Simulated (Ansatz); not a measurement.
Ideal-gas functions of `C#[C][Ga]([Cl])[Cl]` at 800 K and 1 bar, from an Ansatz frequency run at PBE0-D4/def2-TZVP.

Molar mass 165.66 g/mol, point group C2v (symmetry number 2), electronic degeneracy 1, moments of inertia 230.604, 261.347, 491.95 u Å². Harmonic wavenumbers (cm⁻¹, unscaled): 83, 107, 128, 244, 287, 399, 458, 535, 727, 751, 2155, 3460.

Use S(trans) = R[1.5 ln M + 2.5 ln T − 1.1517]; rotational temperatures θ = 24.2544 K / I; S(rot) = R[ln(√π/σ · √(T³/θAθBθC)) + 1.5]; for each mode x = 1.438777 ν̃/T, S = R[x/(eˣ − 1) − ln(1 − e⁻ˣ)] and H = RT x/(eˣ − 1); 1 cm⁻¹ = 0.0119627 kJ/mol; R = 8.31446 J/(mol·K).

Question: By hand: the entropy, in J/(mol·K).

Answer: Translation 193.1. Rotation: θ = 0.1052, 0.0928, 0.0493 K, giving 126.6. Vibration, mode by mode: 24.14, 22.03, 20.54, 15.23, 13.90, 11.25, 10.16, 8.95, 6.65, 6.42, 0.86, 0.12, in all 140.2. Electronic 0.0. Sum 459.9 J/(mol·K).

Question: By hand: H − E and G − E in kJ/mol, counted from the electronic energy.

Answer: Zero-point energy ½ × 9334 × 0.0119627 = 55.8; thermal vibration 48.3; translation, rotation and pV give 4 RT = 26.6. H − E = 130.7 kJ/mol, and G − E = 130.7 − 800 × 459.9/1000 = -237.2 kJ/mol.

Vibration gives 30 % of the entropy, 66.7 J/(mol·K) of it from the modes under 150 cm⁻¹: soft modes count most, and the harmonic formula is weakest for them.
